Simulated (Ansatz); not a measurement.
CH8GeN2 (`N[CH2][GeH2][NH2]`), relaxed with RKS PBE0-D4/def2-TZVP in Ansatz from a PBE-D4/def2-SVP geometry. The force threshold is 0.005 eV/Å; the program also tests the step.

The species carries charge 0 and has multiplicity 1.

Start:

```xyz
12

N    -1.188    1.711    0.096
C    -0.921    0.293    0.322
Ge    0.809   -0.161   -0.553
N     1.486   -1.868   -0.226
H    -2.126    1.969    0.432
H    -0.529    2.286    0.636
H    -1.701   -0.315   -0.185
H    -0.900   -0.052    1.390
H     1.884    0.833   -0.024
H     0.666   -0.032   -2.092
H     0.869   -2.615   -0.568
H     1.652   -2.048    0.772
```

| step | energy (eV) | largest force (eV/Å) | largest move (Å) |
| --- | --- | --- | --- |
| 1 | -60655.4770 | 0.664 | 0.000 |
| 2 | -60655.5196 | 0.271 | 0.040 |
| 3 | -60655.5253 | 0.060 | 0.017 |
| 4 | -60655.5259 | 0.192 | 0.078 |
| 5 | -60655.5267 | 0.049 | 0.044 |
| 6 | -60655.5268 | 0.035 | 0.028 |
| 7 | -60655.5269 | 0.009 | 0.012 |
| 8 | -60655.5270 | 0.011 | 0.006 |
| 9 | -60655.5270 | 0.002 | 0.004 |

End:

```xyz
12

N    -1.195    1.698    0.122
C    -0.912    0.282    0.304
Ge    0.807   -0.152   -0.559
N     1.450   -1.841   -0.187
H    -2.100    1.947    0.502
H    -0.508    2.270    0.596
H    -1.682   -0.304   -0.204
H    -0.887   -0.062    1.350
H     1.863    0.848   -0.043
H     0.672   -0.061   -2.087
H     0.906   -2.591   -0.589
H     1.586   -2.034    0.796
```

Run time 31 s (4 threads of an Arm Neoverse V1 on a shared host); peak host memory 0.48 GiB.
